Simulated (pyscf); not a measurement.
H₂N–SiH₂• (SMILES N[SiH2]) → •HN–SiH₃ (SMILES [NH][SiH3]) (hydrogen shift; doublet surface; H–N broken, H–Si formed). Structures and frequencies: ωB97X-D3(BJ)/def2-SVP in PySCF. Correlated levels are frozen-core, on RHF or UHF. ΔMP2 is the change of the MP2 total energy from the triple- to the quadruple-zeta basis. Energies in kcal/mol from the reactant's lowest minimum found.

```tsv
level	barrier	reaction energy
ωB97X-D3(BJ)/def2-TZVP	52.7	+20.4
M06-2X/def2-TZVP	54.9	+23.7
ωB97M-D3(BJ)/def2-TZVP	52.2	+20.8
MP2/def2-QZVPP	58.2	+27.1
CCSD/def2-TZVPP	53.9	+20.2
CCSD(T)/def2-TZVPP	52.5	+21.3
CCSD(T)/def2-TZVPP + ΔMP2(QZVPP)	52.5	+22.1
```

This is the saddle that the search found; another between the same sides may lie lower. The CCSD(T) − MP2 part came from Ansatz, without density fitting, on the same reference.
